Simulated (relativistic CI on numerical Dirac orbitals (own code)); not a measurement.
Ligand-field terms of d4

Computed with a parametric ligand-field model of a d^n configuration (Racah B and C, spin-orbit zeta, crystal field), exact diagonalisation.

Field parameters in Wybourne normalisation: Oh B⁴₀ = 21Dq, B⁴₄ = √(5/14) B⁴₀. The field is a parameter set, without covalency, and values of 10Dq over about 45,000 cm⁻¹ lie beyond real compounds.

B = 1000 cm⁻¹, C = 3900 cm⁻¹ (C/B = 3.90), Oh, no spin-orbit coupling. Tanabe-Sugano data, E/B above the lowest term (Δ = |10Dq|; b, c mark the second and third term of a kind):

| Δ/B | 5E | 5T2 | 3T1 | 3E | 3T2 | 1T2 | 1E | 1A1 |
| --- | --- | --- | --- | --- | --- | --- | --- | --- |
| 1.0 | 0.00 | 1.00 | 19.49 | 19.78 | 20.37 | 29.28 | 29.20 | 30.26 |
| 3.0 | 0.00 | 3.00 | 18.52 | 20.03 | 21.34 | 28.42 | 28.45 | 30.72 |
| 5.0 | 0.00 | 5.00 | 17.10 | 20.19 | 21.79 | 27.13 | 27.46 | 30.59 |
| 7.0 | 0.00 | 7.00 | 15.49 | 20.30 | 22.04 | 25.67 | 26.29 | 30.16 |
| 9.0 | 0.00 | 9.00 | 13.78 | 20.37 | 22.19 | 24.11 | 24.97 | 29.56 |
| 11.0 | 0.00 | 11.00 | 12.01 | 20.43 | 22.30 | 22.48 | 23.53 | 28.83 |
| 13.0 | 0.00 | 13.00 | 10.20 | 20.48 | 22.39 | 20.80 | 21.99 | 28.00 |
| 15.0 | 0.00 | 15.00 | 8.37 | 20.52 | 22.45 | 19.09 | 20.38 | 27.08 |
| 17.0 | 0.00 | 17.00 | 6.51 | 20.55 | 22.50 | 17.34 | 18.71 | 26.08 |
| 19.0 | 0.00 | 19.00 | 4.63 | 20.57 | 22.55 | 15.57 | 16.99 | 25.00 |
| 21.0 | 0.00 | 21.00 | 2.73 | 20.59 | 22.58 | 13.77 | 15.23 | 23.85 |
| 23.0 | 0.00 | 23.00 | 0.83 | 20.61 | 22.62 | 11.96 | 13.44 | 22.64 |
| 25.0 | 1.09 | 26.09 | 0.00 | 21.71 | 23.73 | 11.22 | 12.71 | 22.46 |
| 27.0 | 3.01 | 30.01 | 0.00 | 23.65 | 25.68 | 11.31 | 12.79 | 23.06 |
| 29.0 | 4.94 | 33.94 | 0.00 | 25.59 | 27.63 | 11.38 | 12.87 | 23.61 |
| 31.0 | 6.88 | 37.88 | 0.00 | 27.53 | 29.58 | 11.46 | 12.93 | 24.12 |
| 33.0 | 8.82 | 41.82 | 0.00 | 29.49 | 31.54 | 11.53 | 12.99 | 24.60 |
| 35.0 | 10.76 | 45.76 | 0.00 | 31.44 | 33.50 | 11.59 | 13.04 | 25.04 |
| 37.0 | 12.72 | 49.72 | 0.00 | 33.40 | 35.47 | 11.65 | 13.09 | 25.45 |
| 39.0 | 14.67 | 53.67 | 0.00 | 35.36 | 37.43 | 11.71 | 13.13 | 25.83 |
| 41.0 | 16.63 | 57.63 | 0.00 | 37.32 | 39.40 | 11.77 | 13.17 | 26.18 |
| 43.0 | 18.59 | 61.59 | 0.00 | 39.29 | 41.37 | 11.82 | 13.20 | 26.51 |
| 45.0 | 20.55 | 65.55 | 0.00 | 41.26 | 43.35 | 11.87 | 13.23 | 26.81 |
| 47.0 | 22.52 | 69.52 | 0.00 | 43.23 | 45.32 | 11.92 | 13.26 | 27.10 |

The ground term changes from 5E to 3T1 between Δ/B = 23.0 and 25.0.
